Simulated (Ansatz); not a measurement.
Energy landscape of H₃ (cation, charge +1), singlet: symmetric bend, bond length relaxed. Scanned: H-H-H angle. Other coordinates (H-H bond length) were minimised at PBE0/def2-TZVP.

- CCSD(T)/cc-pVQZ = CCSD(T) on RHF/cc-pVQZ, frozen core run with Ansatz (a program for electronic structure)
- RKS-PBE0/cc-pVQZ = restricted PBE0/cc-pVQZ in Ansatz
- MP2/cc-pVQZ = MP2 on RHF/cc-pVQZ, frozen core (Ansatz)

Energies in mEh, each method relative to its own lowest point.

```
a / °   CCSD(T)/cc-pVQZ  RKS-PBE0/cc-pVQZ  MP2/cc-pVQZ
------  ---------------  ----------------  -----------
180                65.0              65.0         68.5
169.94             64.4              64.4         67.9
159.58             62.7              62.7         66.0
147.89             59.3              59.2         62.3
138.07             55.2              55.1         57.9
130.12             51.0              50.9         53.4
121.11             45.4              45.2         47.4
108.55             35.9              35.7         37.4
99.77              28.4              28.2         29.5
88.19              17.9              17.7         18.5
78.24               9.1               9.1          9.4
72.28               4.7               4.6          4.8
60                  0.0               0.0          0.0
```
